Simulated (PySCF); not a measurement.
Si(Cl)(H)2(NHMe) (CH₆ClNSi), SMILES CN[SiH2]Cl.

Geometry optimised at B3LYP-D3(BJ)/def2-SVP. Other conformers were not sampled.

All values below come from TDDFT-B3LYP/def2-SVPD in PySCF 2.14.0.

Vertical excitations. The molecule is in vacuum.

Computed lowest excited states:
| state | energy (eV) | λ (nm) | f | main pairs |
|---|---|---|---|---|
| S1 | 6.07 | 204 | 0.009 | HOMO→LUMO 97 % |
| S2 | 6.66 | 186 | 0.073 | HOMO→LUMO+1 95 % |
| S3 | 6.98 | 178 | 0.016 | HOMO→LUMO+2 91 % |
| S4 | 7.24 | 171 | 0.039 | HOMO→LUMO+3 83 % |
| S5 | 7.40 | 167 | 0.006 | HOMO→LUMO+4 92 % |
| S6 | 7.51 | 165 | 0.006 | HOMO−1→LUMO 74 %, HOMO−1→LUMO+1 23 % |
| S7 | 7.57 | 164 | 0.002 | HOMO→LUMO+5 93 % |
| S8 | 7.68 | 162 | 0.027 | HOMO−1→LUMO+1 74 %, HOMO−1→LUMO 22 % |
| S9 | 7.90 | 157 | 0.029 | HOMO−2→LUMO 47 %, HOMO−2→LUMO+1 47 % |
| S10 | 8.01 | 155 | 0.004 | HOMO−2→LUMO 44 %, HOMO−2→LUMO+1 28 %, HOMO→LUMO+6 22 % |
| T1 | 5.80 | 214 | 0 | HOMO→LUMO 89 % |
| T2 | 6.11 | 203 | 0 | HOMO→LUMO+1 91 % |
| T3 | 6.74 | 184 | 0 | HOMO→LUMO+2 89 % |
| T4 | 7.08 | 175 | 0 | HOMO→LUMO+3 81 % |
Triplets are in the Tamm–Dancoff approximation, which puts them higher than full response would, so one can lie above its singlet here.
